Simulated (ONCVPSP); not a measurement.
**Before and after: ONCV potential for Bi (Z = 83)**

ONCVPSP 4.0.1 input, shortened (lines: element, Z, core and valence counts, functional; n l f; lmax; l rc ep ncon nbas qcut; lloc lpopt rc5 dvloc0; l nproj debl; icmod fcfact rcfact), PBE, scalar-relativistic:

```
  Bi 83.00   10    5        4      upf
    1    0    2.00
    2    0    2.00
    2    1    6.00
    3    0    2.00
    3    1    6.00
    3    2   10.00
    4    0    2.00
    4    1    6.00
    4    2   10.00
    4    3   14.00
    5    0    2.00
    5    1    6.00
    5    2   10.00
    6    0    2.00
    6    1    3.00
    2
    0    1.25    0.00    4    7    9.60
    1    1.75    0.00    4    8    6.30
    2    1.85    0.00    4    9    9.40
    4    5    0.80    0.00
    0    2    0.40
    1    2    2.50
    2    3    2.90
    0    0.00    0.00
```

Change: local potential polynomial inside 0.80 bohr (lpopt 1, dvloc0 4 Ha).

Cutoffs: the cutoffs (Ha) at which the residual kinetic energy of the hardest occupied pseudo-wave falls to 1 and 0.1 mHa per electron; they do not see the model core or the augmentation charge, which bear on the density cutoff. Errors are all-electron minus pseudo energies relative to the spin-unpolarised reference configuration.

Predict the effect on cutoff, ghosts and configuration errors.

The potential gets neither clearly harder nor softer (38 Ha and 43 Ha → 38 Ha and 43 Ha); the bound ghost in s disappears; the errors of the 4 common tests hardly move. In the separable form a ghost depends on how the local part lies against the semilocal potential of the channel, so the choice of the local part can create or remove one.

```tsv
quantity	base	changed
cutoff, loose	38 Ha	38 Ha
cutoff, tight	43 Ha	43 Ha
bound ghosts	s	none
GHOST(+) flags under 300 eV	p at 184.4 eV	s at 128.0 eV
error for 5s2 5p6 5d10 6s2 6p2, meV [ΔE 7.91 eV]	-3.6	-3.5
error for 5s2 5p6 5d10 6s2 6p1, meV [ΔE 23.16 eV]	-11	-11
error for 5s2 5p6 5d10 6s2 6p0, meV [ΔE 46.50 eV]	-25	-24
error for 5s2 5p6 5d10 6s1 6p4, meV [ΔE 10.08 eV]	-1.6	-1.7
s: phases at 1.27 bohr within 0.05 rad from the reference energy up to (Ha; the scan ends near 5)	to the end of the scan	4.2
p: phases at 1.77 bohr within 0.05 rad from the reference energy up to (Ha; the scan ends near 5)	to the end of the scan	to the end of the scan
d: phases at 1.88 bohr within 0.05 rad from the reference energy up to (Ha; the scan ends near 5)	to the end of the scan	to the end of the scan
```

 A true bound ghost makes a file unfit for plane-wave use even where its test errors are small: the radial tests pick states by their node count and pass the ghost by.
